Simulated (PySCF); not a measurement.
Sn(H)2(Br)(OH) (BrH3OSn), SMILES [OH][SnH2][Br]. Atoms are numbered in the order given.

```xyz
6

Sn     0.2144    -0.8383     0.0005
O      2.1188    -0.6024    -0.4968
Br    -0.8537     1.4272     0.1023
H     -0.4421    -1.7063    -1.3071
H      0.0651    -1.5062     1.5694
H      2.5850    -0.0042     0.1043
```

Geometry optimised at r2SCAN-D4/def2-SVP. The def2 effective core potentials stand for the cores of Sn; spin–orbit coupling is left out. Other conformers were not sampled.

Computed with TDDFT-PBE0/def2-SVPD (PySCF).

Vertical excitations. Isolated molecule, no solvent.

```json
[
 {"state": "S1", "energy (eV)": "5.58", "λ (nm)": "222", "f": "0.022", "main pairs": "HOMO→LUMO 97 %"},
 {"state": "S2", "energy (eV)": "5.67", "λ (nm)": "219", "f": "0.020", "main pairs": "HOMO−1→LUMO 96 %"},
 {"state": "S3", "energy (eV)": "6.10", "λ (nm)": "203", "f": "0.050", "main pairs": "HOMO−2→LUMO 81 %"},
 {"state": "S4", "energy (eV)": "6.47", "λ (nm)": "192", "f": "0.002", "main pairs": "HOMO→LUMO+1 93 %"},
 {"state": "S5", "energy (eV)": "6.59", "λ (nm)": "188", "f": "0.005", "main pairs": "HOMO−1→LUMO+1 74 %, HOMO−2→LUMO+1 15 %"},
 {"state": "S6", "energy (eV)": "6.87", "λ (nm)": "181", "f": "0.002", "main pairs": "HOMO−2→LUMO+1 59 %, HOMO−3→LUMO 21 %, HOMO−1→LUMO+1 12 %"},
 {"state": "S7", "energy (eV)": "7.08", "λ (nm)": "175", "f": "0.005", "main pairs": "HOMO→LUMO+2 91 %"},
 {"state": "S8", "energy (eV)": "7.18", "λ (nm)": "173", "f": "0.007", "main pairs": "HOMO−1→LUMO+2 90 %"},
 {"state": "S9", "energy (eV)": "7.34", "λ (nm)": "169", "f": "0.107", "main pairs": "HOMO−3→LUMO 34 %, HOMO−2→LUMO+2 32 %, HOMO−1→LUMO+2 8 %, HOMO−2→LUMO+1 6 %"},
 {"state": "S10", "energy (eV)": "7.68", "λ (nm)": "161", "f": "0.203", "main pairs": "HOMO−2→LUMO+2 43 %, HOMO−3→LUMO+1 22 %, HOMO−3→LUMO 16 %"},
 {"state": "T1", "energy (eV)": "5.07", "λ (nm)": "244", "f": "0", "main pairs": "HOMO→LUMO 96 %"},
 {"state": "T2", "energy (eV)": "5.18", "λ (nm)": "239", "f": "0", "main pairs": "HOMO−1→LUMO 96 %"},
 {"state": "T3", "energy (eV)": "5.51", "λ (nm)": "225", "f": "0", "main pairs": "HOMO−2→LUMO 81 %"},
 {"state": "T4", "energy (eV)": "6.10", "λ (nm)": "203", "f": "0", "main pairs": "HOMO−3→LUMO 55 %, HOMO−1→LUMO+1 16 %, HOMO−2→LUMO+1 11 %"}
]
```
Triplets are in the Tamm–Dancoff approximation, which puts them higher than full response would, so one can lie above its singlet here.
